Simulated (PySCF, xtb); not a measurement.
Si(F)(OH)2(SiH3) (FH₅O₂Si₂), SMILES O[Si](O)(F)[SiH3].

GFN2-xTB in xtb at its own geometry gives an orbital gap of 5.03 eV and a dipole moment of 1.45 D.

Geometry optimised at B3LYP-D3(BJ)/def2-SVP. The structure was generated by enumeration, and PubChem lists no compound with its InChIKey, so it may never have been made. The values are those of a single conformer.

Q: What does B3LYP/def2-TZVP in PySCF give? (An estimate is asked for; the answer gives what the named calculation found.)

A: gap 8.18 eV (levels -8.34 and -0.16 eV), dipole 1.34 D.
